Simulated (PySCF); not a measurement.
## Correlation energy of Sm (samarium, neutral)

[Xe] 4f6 6s2, high-spin 7F determinant. All numbers are calculated (PySCF 2.14, scalar relativity by spin-free X2C-1e, in cc-pVDZ-X2C). Frozen: [Kr] 4d10; 16 electrons correlated.

| level | correlation energy (mhartree) |
| --- | --- |
| CCSD | -428.33 |
| (T) | -17.35 |
| CCSD(T) | -445.68 |

Diagnostics: T1 = 0.023, D1 = 0.0809, largest double amplitude 0.094.

Spin-orbit coupling, absent here, splits the open shell strongly.

Cost of the coupled-cluster step: about 12 core-seconds, for 16 correlated electrons.

Iterations:

```
CC2 = 0
CCSD nocc = (np.int64(11), np.int64(5)), nmo = (61, 61)
frozen orbitals [[0, 1, 2, 3, 4, 5, 6, 7, 8, 9, 10, 11, 12, 13, 14, 15, 16, 17, 18, 19, 20, 21, 22], [0, 1, 2, 3, 4, 5, 6, 7, 8, 9, 10, 11, 12, 13, 14, 15, 16, 17, 18, 19, 20, 21, 22]]
max_cycle = 100
direct = 0
conv_tol = 1e-08
conv_tol_normt = 1e-06
diis_space = 8
diis_start_cycle = 0
Init t2, MP2 energy = -0.432851896353832
Init E_corr(UCCSD) = -0.432851896355808
cycle = 1  E_corr(UCCSD) = -0.411355239112849  dE = 0.0214966572  norm(t1,t2) = 0.111643
cycle = 2  E_corr(UCCSD) = -0.426518861754309  dE = -0.0151636226  norm(t1,t2) = 0.0330847
cycle = 3  E_corr(UCCSD) = -0.426316671349719  dE = 0.000202190405  norm(t1,t2) = 0.0186906
cycle = 4  E_corr(UCCSD) = -0.428299753393339  dE = -0.00198308204  norm(t1,t2) = 0.00797466
cycle = 5  E_corr(UCCSD) = -0.428405250851901  dE = -0.000105497459  norm(t1,t2) = 0.00184337
cycle = 6  E_corr(UCCSD) = -0.428298316409831  dE = 0.000106934442  norm(t1,t2) = 0.000979394
cycle = 7  E_corr(UCCSD) = -0.428321623514276  dE = -2.33071044e-05  norm(t1,t2) = 0.000435435
cycle = 8  E_corr(UCCSD) = -0.428337137208239  dE = -1.5513694e-05  norm(t1,t2) = 0.000256053
cycle = 9  E_corr(UCCSD) = -0.428336378165939  dE = 7.590423e-07  norm(t1,t2) = 0.000156496
cycle = 10  E_corr(UCCSD) = -0.428331949795845  dE = 4.42837009e-06  norm(t1,t2) = 7.7324e-05
cycle = 11  E_corr(UCCSD) = -0.428331791626239  dE = 1.58169606e-07  norm(t1,t2) = 4.75832e-05
cycle = 12  E_corr(UCCSD) = -0.428333407074231  dE = -1.61544799e-06  norm(t1,t2) = 3.25666e-05
cycle = 13  E_corr(UCCSD) = -0.428332553623874  dE = 8.53450358e-07  norm(t1,t2) = 1.86671e-05
cycle = 14  E_corr(UCCSD) = -0.428332801793406  dE = -2.48169532e-07  norm(t1,t2) = 1.14927e-05
cycle = 15  E_corr(UCCSD) = -0.428332881382061  dE = -7.95886553e-08  norm(t1,t2) = 6.94382e-06
cycle = 16  E_corr(UCCSD) = -0.428332761569552  dE = 1.19812509e-07  norm(t1,t2) = 4.51904e-06
cycle = 17  E_corr(UCCSD) = -0.428332870119547  dE = -1.08549995e-07  norm(t1,t2) = 3.2305e-06
cycle = 18  E_corr(UCCSD) = -0.428332861310254  dE = 8.80929252e-09  norm(t1,t2) = 2.03063e-06
cycle = 19  E_corr(UCCSD) = -0.428332844539287  dE = 1.67709671e-08  norm(t1,t2) = 1.30748e-06
cycle = 20  E_corr(UCCSD) = -0.428332849157558  dE = -4.61827143e-09  norm(t1,t2) = 8.61313e-07
UCCSD converged
E(UCCSD) = -10423.15202359843  E_corr = -0.4283328491575585
UCCSD(T) correction = -0.0173530691015711
```
